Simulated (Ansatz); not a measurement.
```yaml
crystal:
  periodic: [false, false, false]
  atoms:
    - {symbol: C, position_ang: [-1.656529, -0.920724, 2.269778]}
    - {symbol: O, position_ang: [-1.546209, -0.323808, 0.976677]}
    - {symbol: C, position_ang: [-0.345078, 0.167933, 0.681578]}
    - {symbol: O, position_ang: [0.607691, 0.127964, 1.407603]}
    - {symbol: C, position_ang: [-0.355564, 0.812433, -0.687083]}
    - {symbol: C, position_ang: [1.049088, 1.046493, -1.174774]}
    - {symbol: O, position_ang: [1.624142, 2.088861, -1.111931]}
    - {symbol: C, position_ang: [1.729865, -0.167939, -1.853109]}
    - {symbol: F, position_ang: [1.449403, -1.306138, -1.212977]}
    - {symbol: F, position_ang: [3.037844, -0.028761, -1.923251]}
    - {symbol: F, position_ang: [1.242487, -0.277031, -3.099328]}
    - {symbol: H, position_ang: [-0.964274, -1.758038, 2.360901]}
    - {symbol: H, position_ang: [-2.685209, -1.263232, 2.348873]}
    - {symbol: H, position_ang: [-1.434126, -0.188872, 3.046817]}
    - {symbol: H, position_ang: [-0.853636, 1.780815, -0.605675]}
    - {symbol: H, position_ang: [-0.922796, 0.187244, -1.379799]}
basis:
  gaussian: {orbitals: def2-mTZVP}
magnetization: {spin_polarized: true, initial_magnetization: 2}
hamiltonian: {xc: {name: PBE}, pseudopotentials: {relativity: none}}
```

```sh
$ ansatz run in.yaml --threads 4 --pin off --events-out ev --progress --plain --max-ram 66560MiB --backend cpu
```

Shortened log:

```
Functional definition: PBE
2025 factors; their error is unknown
mean field evaluation 1: about -19526.5451 eV, gradient 6.2e1 eV
mean field evaluation 2: about -19487.1147 eV, gradient 1.1e2 eV
mean field evaluation 4: about -19532.6336 eV, gradient 3.6e1 eV
mean field evaluation 8: about -19541.3767 eV, gradient 4.8e0 eV
mean field evaluation 16: about -19541.4232 eV, gradient 5.6e-2 eV
mean field evaluation 32: about -19541.4232 eV, gradient 2.0e-5 eV
mean field -19541.42320737 eV, -718.1340572184 hartree, gradient 2.9e-6 eV, S^2 2.003191; 5 other end points of the search recorded, 0 dependent functions left out
reference -19541.42325160 eV, -718.1340588441 hartree; 44, 42 occupied and 195, 197 virtual orbitals, 2025 factors
Total energy: -19541.42325160 eV, -718.1340588441 hartree
```

Hardware: 4 threads of an AMD EPYC 7R13 on a shared host. Wall time 11 s, peak host memory 0.57 GiB.
